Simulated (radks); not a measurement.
Fractional charge and spin in the 3s shell of argon: the spin-up occupation runs from 0 to 1 and the spin-down occupation from 0 to 1; the fullest corner is Ar2+, [Ne] 3p(up 2, down 2) 3s(up 1, down 1). All-electron calculation, non-relativistic Kohn-Sham, TPSS, spin-polarised, spherical densities, point nucleus; meta-GGA in the generalised Kohn-Sham scheme. Program: a radial shooting solver on a logarithmic mesh with Libxc functionals. Energy (eV) above the fullest corner. The planes named below are the two flat planes that join the four corners, with an edge along up + down = one added electron.

down \ up        0     0.25     0.5    0.75       1
0          132.639  112.513  93.351  75.148  57.900
0.25       112.513   93.483  75.403  58.269  42.074
0.5         93.351   75.403  58.392  42.310  27.153
0.75        75.148   58.269  42.310  27.267  13.131
1           57.900   42.074  27.153  13.131   0.000

Corners above the fullest one (they belong to Ar3+ and the next ion): (up 1, down 0) 57.900 eV, (up 0, down 1) 57.900 eV, (up 0, down 0) 132.64 eV. With half an added electron in each spin the energy lies 0.492 eV from the planes, and with half an added electron in spin up alone -1.919 eV. The planes are only a guide here: the flat-plane condition holds for ground states with one frontier orbital, while this shell lies below other occupied shells, so the corners above the fullest one are inner-hole states and not the ground states of those ions.
